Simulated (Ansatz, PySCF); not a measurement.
System: H3B, singlet: umbrella (inversion) coordinate, bond length relaxed. Scanned: angle between the B-H bonds and the threefold axis (90 = planar). Other coordinates (B-H bond length) were minimised at B3LYP/def2-TZVP.

- B3LYP/def2-TZVP (PySCF)
- RKS-PBE/aug-cc-pVQZ = restricted PBE/aug-cc-pVQZ run with Ansatz (an electronic-structure program)
- RKS-B3LYP/6-31G* = restricted B3LYP/6-31G*, spherical d (PySCF 2.14.0)
- CCSD(T)/aug-cc-pVQZ = Ansatz with CCSD(T) on RHF/aug-cc-pVQZ, frozen core

Energies relative to the lowest point of each profile, in kcal/mol:

```csv
a / °,B3LYP,RKS-PBE/aug-cc-pVQZ,RKS-B3LYP/6-31G*
90,0.0,0.0,0.0
93.90,0.9,0.8,0.9
96.90,2.8,2.6,2.8
99.90,5.7,5.4,5.8
105.90,14.8,14.0,14.9
108.90,20.9,19.8,21.1
111.90,28.2,26.7,28.4
114.90,36.5,34.5,36.9
117.90,45.9,43.4,46.5
120.90,56.5,53.4,57.3
123.90,68.3,64.5,69.3
132,106.3,100.3,108.5
```

Q: Predict the corresponding CCSD(T)/aug-cc-pVQZ column.

A: 90: 0.0; 93.90: 0.9; 96.90: 2.8; 99.90: 5.7; 105.90: 14.7; 108.90: 20.8; 111.90: 28.0; 114.90: 36.3; 117.90: 45.7; 120.90: 56.2; 123.90: 67.9; 132: 105.5 (kcal/mol).
